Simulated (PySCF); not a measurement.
NbSF2Cl, SMILES [Nb]([F])(=[S])([Cl])[F], multiplicity 1. Atoms are numbered in the order given.

```xyz
5

Nb     0.2508    -0.0832     0.0000
S     -1.3181    -1.5369     0.0000
F      1.2657    -0.3337    -1.5359
F      1.2657    -0.3337     1.5359
Cl    -0.7043     2.0005     0.0000
```

Geometry: B3LYP-D3(BJ)/def2-SVP. The spin state was assumed, not searched. The def2 effective core potentials stand for the cores of Nb; spin–orbit coupling is left out.

The numbers are results of PBE/def2-TZVP run with PySCF, not measurements.

ESP charges are fitted to the potential on shells at 1.4 to 2.0 van der Waals radii. Atomic charges (e):

| atom | Löwdin | ESP fit |
|---|---|---|
| Nb1 | (withheld) | 0.72 |
| S2 | (withheld) | -0.22 |
| F3 | (withheld) | -0.19 |
| F4 | (withheld) | -0.19 |
| Cl5 | (withheld) | -0.13 |

Q: Some entries are withheld; supply them. (An estimate is asked for; the answer gives what the named calculation found.)

A: 
- Nb1, Löwdin: 0.08
- S2, Löwdin: 0.16
- F3, Löwdin: -0.18
- F4, Löwdin: -0.18
- Cl5, Löwdin: 0.12
